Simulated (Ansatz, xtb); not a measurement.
## CH4OSb: 3 structures ranked

3 gas-phase structures of CH4OSb, found in a search over its isomers (lower ones may exist). Each was relaxed with GFN2-xTB; where two conformers were screened, the lower at r2SCAN-D4/def2-SVP is listed:

A. `[CH3][Sb][OH]`, a doublet
B. `O[CH2][SbH]`, a doublet
C. `C[O][SbH]`, a doublet

Problem. Estimate their order in r2SCAN-D4/def2-SVP energy at these geometries, lowest first.

Solution. Calculated order at r2SCAN-D4/def2-SVP: A (0.0), C (14.1), B (21.6) kcal/mol.

Energies above the lowest of each column, in kcal/mol; the last columns are at PBE-D3(BJ)/def2-SVP geometries and were run for some of them only (a dash: not run or not comparable):

```
structure  GFN2-xTB  HF/STO-3G  r2SCAN-D4/def2-SVP  PBE-D3(BJ)/def2-SVP  CCSD(T)/def2-SVP + ΔMP2/def2-TZVPP
        A       0.0        0.0                 0.0                  0.0                                 0.0
        C       6.1       10.5                14.1                 13.2                                19.0
        B      27.6       16.0                21.6                    –                                   –
```

Every level run on A puts it lowest or level with the lowest. Flexible structures stand in one conformer each, not always the lowest. Frequencies (PBE-D3(BJ)/def2-SVP) were run for A, C alone. The ΔMP2 step shifts differences by up to 6.2 kcal/mol, which makes them less sure. Open shells are spin-unrestricted. Atoms past krypton carry core potentials in the def2 sets, without spin–orbit terms. ΔMP2 is the change of the MP2 energy from the smaller to the larger basis.

Programs: Ansatz 0.2.0, xtb 6.7.1.
